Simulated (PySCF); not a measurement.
## Working out the ionisation energy of Zr

Zr [Kr] 4d2 5s2 (3F) → Zr⁺ [Kr] 4d2 5s1 (4F). All numbers are calculated (PySCF 2.14, the spin-free X2C one-electron Hamiltonian (Gaussian nucleus), in x2c-TZVPPall with one added diffuse shell each of s, p, d, f type (9s7p7d3f1g, 95 functions)). Frozen: [Kr]. Energies in hartree (1 hartree = 27.21139 eV):

| part | Zr (lower) | Zr⁺ (upper) |
| --- | --- | --- |
| UHF | -3596.185143 | -3595.994495 |
| CCSD correlation | -0.057403 | -0.015311 |
| (T) | -0.003029 | -0.000133 |

Q: What does Hartree-Fock give?

A: (-3595.994495) − (-3596.185143) = 0.190648 hartree = 5.188 eV.

Q: What do CCSD and CCSD(T) give?

A: The CCSD correlation energies differ by 0.042092 hartree = 1.145 eV and the triples by 0.002896 hartree = 0.079 eV, so CCSD gives 6.333 eV and CCSD(T) 6.412 eV.

Measured between the centres of the two terms (NIST): 6.639 eV, so CCSD(T) (valence) is off by -0.227 eV.

What remains against the reference includes basis incompleteness, the frozen core and higher excitations.
